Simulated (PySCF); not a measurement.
C4H2Cl3F. Atoms are numbered in the order given.

```xyz
10

C     -1.1513     3.0685     0.0000
C     -0.4778     1.9501     0.0000
C      0.1972     0.8271     0.0000
Cl     1.9407     0.7890     0.0000
C     -0.4973    -0.5167     0.0000
F     -1.8287    -0.3350     0.0000
Cl    -0.0607    -1.4553     1.4680
Cl    -0.0607    -1.4553    -1.4680
H     -1.4462     3.5547     0.9372
H     -1.4462     3.5547    -0.9372
```
Charge 0, spin multiplicity 1.

Geometry: B3LYP-D3(BJ)/def2-SVP. The structure was generated by enumeration, and PubChem lists no compound with its InChIKey, so it may never have been made. One conformer was computed; it need not be the lowest.

Level of theory: HF/def2-TZVP (PySCF).

Isolated molecule, no solvent.

Problem. Estimate the frontier levels, gap, dipole moment. (An estimate is asked for; the answer gives what the named calculation found.)

Solution. 
* **highest occupied level**: -10.55 eV
* **lowest empty level**: 2.49 eV
* **orbital gap**: 13.04 eV
* **dipole moment**: 2.72 D
* **quadrupole, principal values (traceless, Buckingham form, about the centre of nuclear charge)**: -9.63, -2.37, 12.00 D·Å
